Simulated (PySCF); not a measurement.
# A small calculation by hand: oscillator strength and radiative lifetime

SeFCl, SMILES [Se](Cl)F.

Coordinates come from a r2SCAN-D4/def2-TZVP optimisation.

TDDFT-CAM-B3LYP/def2-SVPD (PySCF) puts the first singlet state with f over 0.02 at 6.59 eV (vertical), with the transition dipole (0.000, 0.000, -0.548) in atomic units.

Find the oscillator strength, the wavelength and the radiative lifetime that this transition would have in vacuum if emission retraced absorption.


|μ|² = 0.3003 au, so |μ| = 1.39 D. ΔE = 6.59/27.211 = 0.2422 hartree. f = (2/3) ΔE |μ|² = 0.048 (the program prints 0.049).
λ = 1239.84/6.59 = 188 nm; ν = 53152 cm⁻¹.
Einstein's coefficient A = 0.6670 ν² f s⁻¹ (ν in cm⁻¹) = 9.1e7 s⁻¹, so τ = 1/A = 11 ns. This state is S5; the lower singlets have f = 0.001, 0.000, 0.004, 0.000. The figure is the radiative limit of this one transition; relaxation, internal conversion, crossing to triplets and a medium change what is measured.
